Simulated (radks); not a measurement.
Values are calculated unless marked as measured or tabulated.
Initial-state core-level shifts of neutral lanthanum when its valence configuration changes from [Xe] 5d1 6s2. Code: a radial shooting solver on a logarithmic mesh with Libxc functionals. Model: scalar-relativistic Kohn-Sham, SCAN, spin-polarised, spherical densities, finite nucleus; open shells are filled with parallel spins first (spin-orbit coupling, left out, can overturn this in heavy ions); meta-GGA in the generalised Kohn-Sham scheme; Fermi nuclear charge, rms radius 4.855 fm. Shifts are changes of the shell-averaged eigenvalues in eV (positive: less bound); the change of the density at the nucleus, which sets a Mossbauer isomer shift, is in e/bohr^3, on a base of 3.646e+05.

valence              1s      3p      4d      5s  density at nucleus
5d3              +3.398  +3.526  +3.513  +3.383              -35.43
5d2 6s1          +2.012  +2.077  +2.064  +2.008              -16.73
6s2 6p1          -3.099  -3.186  -3.143  -2.997               +7.69
5d2 6p1          +0.876  +0.949  +0.937  +0.826              -33.90
5d0.5 6s2 6p0.5  -1.539  -1.580  -1.563  -1.507               +3.41
4f0.5 5d0.5 6s2  +3.287  +4.152  +3.507  +1.657              -12.83
